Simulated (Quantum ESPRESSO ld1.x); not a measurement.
The run below uses ld1.x (Quantum ESPRESSO 7.5).

```
 &input
    atom='Pr',
    iswitch=1,
    rel=2,
    dft='RXC-VWN',
    config='[Xe] 4f1',
    rel_dist='average',
    verbosity='high',
    lsmall=.true.,
    prefix='ld1',
    max_out_wfc=37,
    file_charge='ld1.rho',
 /
```

Command: `OMP_NUM_THREADS=1 ld1.x < ld1.in > ld1.out`

It prints (banner and zero overlaps left out):

```
     Program LD1 v.7.5 starts

     --------------------------- All-electron run ----------------------------

     dirac relativistic calculation

     atomic number is 59.00
     dft =RXC-VWN   lsd =0 sic =0 latt =0  beta=0.20 tr2=1.0E-14
     Exchange-correlation= RXC-VWN
                           (   3   2   0   0   0   0   0)
     mesh =2087 r(mesh) = 100.53064 a.u. xmin = -8.00 dx = 0.00800
     1 Ry =  13.60569312 eV, c = 137.03599908

     n l j   nl                  e(Ry)          e(Ha)          e(eV)
     Spin orbit split results
     1 0 0.5 1S 1( 2.00)   -3055.384810387   -1527.692405193 -41570.6281028
     2 0 0.5 2S 1( 2.00)    -495.209625045    -247.604812522  -6737.6701899
     2 1 0.5 2P 1( 2.00)    -468.770888486    -234.385444243  -6377.9528537
     2 1 1.5 2P 1( 4.00)    -433.707150184    -216.853575092  -5900.8863906
     3 0 0.5 3S 1( 2.00)    -109.984367165     -54.992183583  -1496.4135480
     3 1 0.5 3P 1( 2.00)     -98.640088130     -49.320044065  -1342.0667687
     3 1 1.5 3P 1( 4.00)     -91.693097191     -45.846548595  -1247.5481419
     4 0 0.5 4S 1( 2.00)     -24.860952663     -12.430476331   -338.2504927
     4 1 0.5 4P 1( 2.00)     -20.589728327     -10.294864164   -280.1375251
     4 1 1.5 4P 1( 4.00)     -19.059401019      -9.529700509   -259.3163614
     3 2 1.5 3D 1( 4.00)     -71.735247577     -35.867623788   -976.0077646
     3 2 2.5 3D 1( 6.00)     -70.231112456     -35.115556228   -955.5429638
     5 0 0.5 5S 1( 2.00)      -5.952800083      -2.976400042    -80.9919712
     5 1 0.5 5P 1( 2.00)      -4.698072219      -2.349036109    -63.9205289
     5 1 1.5 5P 1( 4.00)      -4.438074804      -2.219037402    -60.3830838
     4 2 1.5 4D 1( 4.00)     -11.991832496      -5.995916248   -163.1571929
     4 2 2.5 4D 1( 6.00)     -11.718014652      -5.859007326   -159.4317114
     4 3 2.5 4F 1( 0.43)      -3.626165880      -1.813082940    -49.3365002
     4 3 3.5 4F 1( 0.57)      -3.592670877      -1.796335438    -48.8807774
     Averaged results
     1 0     1S 1( 2.00)   -3055.384810387   -1527.692405193 -41570.6281028
     2 0     2S 1( 2.00)    -495.209625045    -247.604812522  -6737.6701899
     2 1     2P 1( 6.00)    -445.395062951    -222.697531475  -6059.9085450
     3 0     3S 1( 2.00)    -109.984367165     -54.992183583  -1496.4135480
     3 1     3P 1( 6.00)     -94.008760837     -47.004380418  -1279.0543508
     4 0     4S 1( 2.00)     -24.860952663     -12.430476331   -338.2504927
     4 1     4P 1( 6.00)     -19.569510122      -9.784755061   -266.2567493
     3 2     3D 1(10.00)     -70.832766505     -35.416383252   -963.7288841
     5 0     5S 1( 2.00)      -5.952800083      -2.976400042    -80.9919712
     5 1     5P 1( 6.00)      -4.524740609      -2.262370305    -61.5622322
     4 2     4D 1(10.00)     -11.827541789      -5.913770895   -160.9219040
     4 3     4F 1( 1.00)      -3.607025878      -1.803512939    -49.0760872

     final scf error:  5.2E-15 reached in  30 iterations

     Etot =  -18436.988939 Ry,   -9218.494469 Ha, -250848.013614 eV

     Ekin =   19771.458225 Ry,    9885.729112 Ha,  269004.393197 eV
     Encl =  -44775.630323 Ry,  -22387.815162 Ha, -609203.485569 eV
     Eh   =    6953.716750 Ry,    3476.858375 Ha,   94610.136159 eV
     Exc  =    -386.533590 Ry,    -193.266795 Ha,   -5259.057400 eV

     normalization and overlap integrals

     s(1S/1S) =  1.000000  <r> =   0.0242  <r2> =    0.0008  r(max) =   0.0155
     LC norm =  0.95254026 + SC norm =  0.04745974 =  1.00000000
     s(2S/2S) =  1.000000  <r> =   0.1029  <r2> =    0.0126  r(max) =   0.0874
     LC norm =  0.98965145 + SC norm =  0.01034855 =  1.00000000
     s(2P/2P) =  1.000000  <r> =   0.0863  <r2> =    0.0092  r(max) =   0.0671
     LC norm =  0.98960249 + SC norm =  0.01039751 =  1.00000000
     s(2P/2P) =  1.000000  <r> =   0.0926  <r2> =    0.0104  r(max) =   0.0721
     LC norm =  0.99024419 + SC norm =  0.00975581 =  1.00000000
     s(3S/3S) =  1.000000  <r> =   0.2729  <r2> =    0.0852  r(max) =   0.2492
     LC norm =  0.99681188 + SC norm =  0.00318812 =  1.00000000
     s(3P/3P) =  1.000000  <r> =   0.2624  <r2> =    0.0800  r(max) =   0.2375
     LC norm =  0.99686556 + SC norm =  0.00313444 =  1.00000000
     s(3P/3P) =  1.000000  <r> =   0.2747  <r2> =    0.0875  r(max) =   0.2472
     LC norm =  0.99704413 + SC norm =  0.00295587 =  1.00000000
     s(4S/4S) =  1.000000  <r> =   0.6211  <r2> =    0.4354  r(max) =   0.5772
     LC norm =  0.99899653 + SC norm =  0.00100347 =  1.00000000
     s(4P/4P) =  1.000000  <r> =   0.6373  <r2> =    0.4621  r(max) =   0.5865
     LC norm =  0.99906226 + SC norm =  0.00093774 =  1.00000000
     s(4P/4P) =  1.000000  <r> =   0.6646  <r2> =    0.5022  r(max) =   0.6105
     LC norm =  0.99912221 + SC norm =  0.00087779 =  1.00000000
     s(3D/3D) =  1.000000  <r> =   0.2456  <r2> =    0.0712  r(max) =   0.1992
     LC norm =  0.99715923 + SC norm =  0.00284077 =  1.00000000
     s(3D/3D) =  1.000000  <r> =   0.2495  <r2> =    0.0733  r(max) =   0.2024
     LC norm =  0.99721114 + SC norm =  0.00278886 =  1.00000000
     s(5S/5S) =  1.000000  <r> =   1.4282  <r2> =    2.2826  r(max) =   1.3158
     LC norm =  0.99975544 + SC norm =  0.00024456 =  1.00000000
     s(5P/5P) =  1.000000  <r> =   1.5641  <r2> =    2.7490  r(max) =   1.4141
     LC norm =  0.99979502 + SC norm =  0.00020498 =  1.00000000
     s(5P/5P) =  1.000000  <r> =   1.6303  <r2> =    2.9842  r(max) =   1.4718
     LC norm =  0.99980956 + SC norm =  0.00019044 =  1.00000000
     s(4D/4D) =  1.000000  <r> =   0.7117  <r2> =    0.5868  r(max) =   0.6253
     LC norm =  0.99926557 + SC norm =  0.00073443 =  1.00000000
     s(4D/4D) =  1.000000  <r> =   0.7212  <r2> =    0.6024  r(max) =   0.6354
     LC norm =  0.99928132 + SC norm =  0.00071868 =  1.00000000
     s(4F/4F) =  1.000000  <r> =   0.9249  <r2> =    1.0651  r(max) =   0.6560
     LC norm =  0.99957662 + SC norm =  0.00042338 =  1.00000000
     s(4F/4F) =  1.000000  <r> =   0.9317  <r2> =    1.0807  r(max) =   0.6613
     LC norm =  0.99958154 + SC norm =  0.00041846 =  1.00000000

     LC charge = 54.75527555 + SC charge =  0.24472445 = 55.00000000

     ------------------------ End of All-electron run ------------------------
```

Run on one thread of a shared host, so times are rough (Intel(R) Xeon(R) Processor @ 2.60GHz): 0.76 s of CPU time, 1.4 s wall, 30 iterations on 2087 mesh points.
